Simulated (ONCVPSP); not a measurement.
## fluorine, ONCV: configuration errors across variants

* Element: F
* Generator: ONCVPSP 4.0.1
* Type: optimised norm-conserving Vanderbilt (ONCV)
* Functional: PBE
* Relativity: scalar-relativistic
* Frozen core: [He]
* Valence charge: 7
* Reference configuration: 2s2 2p5
* Partial waves: 2s: rc 0.70 bohr, ncon 3, nbas 8, qcut 10.2 1/bohr, 2 projectors, debl 2.8 Ha; 2p: rc 1.80 bohr, ncon 4, nbas 9, qcut 6.7 1/bohr, 2 projectors, debl 0.8 Ha; d scattering state at 0.06 Ha: rc 1.80 bohr, ncon 3, nbas 7, qcut 4.6 1/bohr, 2 projectors, debl 0.4 Ha
* Local potential: polynomial inside 0.55 bohr (lpopt 2, dvloc0 0 Ha)
* Core correction: Teter function, fcfact 3.5, rcfact 1.3

All-electron excitation energies from the reference (eV): (1) 2s2 2p4 19.390; (2) 2s2 2p3 57.775; (3) 2s2 2p2 118.412; (4) 2s1 2p6 18.813.

Errors AE − PS in meV (a dash: test not solved or not reliable):

```tsv
change	(1)	(2)	(3)	(4)	bound ghosts	GHOST(+) flags above zero
base	+154	+1053	+3565	-33	none	d
all radii but the core radius scaled by about 0.77 (s 0.54, p 1.38, d 1.38 bohr); local potential polynomial inside 0.42 bohr (lpopt 2, dvloc0 0 Ha)	+67	+503	+1831	-0.8	none	d
all radii but the core radius scaled by about 0.90 (s 0.64, p 1.62, d 1.62 bohr); local potential polynomial inside 0.50 bohr (lpopt 2, dvloc0 0 Ha)	+114	+803	+2776	-15	none	d
all radii but the core radius scaled by about 1.10 (s 0.76, p 1.98, d 1.98 bohr); local potential polynomial inside 0.60 bohr (lpopt 2, dvloc0 0 Ha)	+204	+1344	+4408	-58	none	d
all radii but the core radius scaled by about 1.18 (s 0.82, p 2.12, d 2.12 bohr); local potential polynomial inside 0.64 bohr (lpopt 2, dvloc0 0 Ha)	+249	+1605	+5170	-82	none	d
```

Task: Give the same row for: all radii but the core radius scaled by about 1.29 (s 0.90, p 2.32, d 2.32 bohr); local potential polynomial inside 0.72 bohr (lpopt 2, dvloc0 0 Ha).

Result: +318, +1989, +6259, -122; bound ghosts: none; GHOST(+) flags above zero: d.
